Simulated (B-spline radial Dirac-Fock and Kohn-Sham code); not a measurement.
# 3d3/2 emission of Yb³⁺

System: the Yb³⁺ ion in the configuration [Xe] 4f13, inside a Watson sphere of charge -3 and radius 1.8 Å (a model of the Madelung potential; inside it an electron's potential energy is raised by 24.0 eV).

Input of the calculation (task.json; shells as n, l, electrons):

```json
{"items": [{
  "Z": 70,
  "q": 3,
  "cfg": [[1, 0, 2], [2, 0, 2], [2, 1, 6], [3, 0, 2], [3, 1, 6], [3, 2, 10], [4, 0, 2], [4, 1, 6], [4, 2, 10], [4, 3, 13], [5, 0, 2], [5, 1, 6]],
  "A": 174,
  "rrms": 5.3108,
  "watson": [-3, 1.8],
  "do": ["binding", "quiet", "decay"],
  "holes": ["K", "L1", "L2", "L3", "M1", "M2", "M3", "M4", "M5", "N1", "N2", "N3", "N4", "N5"]
}]}
```

Run with: `python xray_run.py task.json out`

Model: one-electron (LDA, Dirac) transition rates at Dirac-Fock energies. Program: a radial atomic solver.

```csv
line,multipole,energy (eV),rate (s⁻¹),share (%)
Mζ2 (M4-N2),E1,1174.9,1.79e+12,5.21
M4-N3,E1,1225.2,2.25e+11,0.657
M4-O2,E1,1545.8,2.57e+11,0.750
M4-O3,E1,1552.5,3.19e+10,0.0929
Mβ (M4-N6),E1,1570.7,3.20e+13,93.3
```

The listed lines hold 100.0 % of the radiative rate. The radiative width is 0.0226 eV in the length form and 0.0229 eV in the velocity form; the two differ because the transition energies are not eigenvalue differences of the potential that gave the orbitals.
